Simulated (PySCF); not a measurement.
# How methods differ on the excitation energy of Al²⁺

Al²⁺ [Ne] 3s1 (2S) → Al²⁺ [Ne] 3d1 (2D), as a difference of total energies. Computed with PySCF 2.14 in aug-cc-pV(Q+d)Z with one added diffuse shell each of s, p, d, f, g type (8s7p6d4f3g, 114 functions), with no relativity, point nucleus. The calculations carry no spin-orbit coupling.

```csv
method,excitation energy (cm⁻¹)
UHF,114030
LDA,113290
PBE,110590
PBE0,111640
r2SCAN,110970
M06,106490
r2SCAN0,112350
M06-2X,112860
```

The promoted electron is Rydberg-like, and one or two diffuse shells describe it only roughly, which tends to raise the upper state.
